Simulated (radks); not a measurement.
The numbers below are computed, except where a source is named.
Q: The silicon anion Si4-, [Ar], held by a Watson sphere: a shell of charge +4 at radius R that stands for the Madelung well of a crystal (potential energy -4/R inside, -4/r outside, in hartree with lengths in bohr). Level of theory: non-relativistic Kohn-Sham, LDA (Slater exchange, Perdew-Wang correlation), spin-polarised, spherical densities, point nucleus (a radial shooting solver on a logarithmic mesh with Libxc functionals). Response by self-consistent Sternheimer equations with the Hartree and adiabatic LDA kernel. The sphere does not respond.

| R (bohr) | e(2p) (eV) | e(3s) (eV) | e(3p) (eV) | <r> 3p (bohr) | sum of <r^2> (bohr^2) | X-ray form factor at sin(theta)/lambda = 0.1 1/angstrom | alpha (bohr^3) |
|---|---|---|---|---|---|---|---|
| 2.83 | -91.934 | -12.386 | -6.410 | 2.841 | 71.72 | 14.035 | 62.42 |
| 2.89 | -91.947 | -12.208 | -6.300 | 2.874 | 73.23 | 13.979 | 65.36 |
| 3.87 | -92.302 | -9.967 | -4.742 | 3.420 | 100.2 | 13.157 | 137.5 |
| 4.35 | -92.412 | -9.265 | -4.165 | 3.694 | 115.1 | 12.833 | 195.2 |

Estimate the row for R = 2.55 bohr.

A: e(2p) (eV) -91.949; e(3s) (eV) -13.289; e(3p) (eV) -6.944; <r> 3p (bohr) 2.687; sum of <r^2> (bohr^2) 64.89; X-ray form factor at sin(theta)/lambda = 0.1 1/angstrom 14.304; alpha (bohr^3) 50.39.
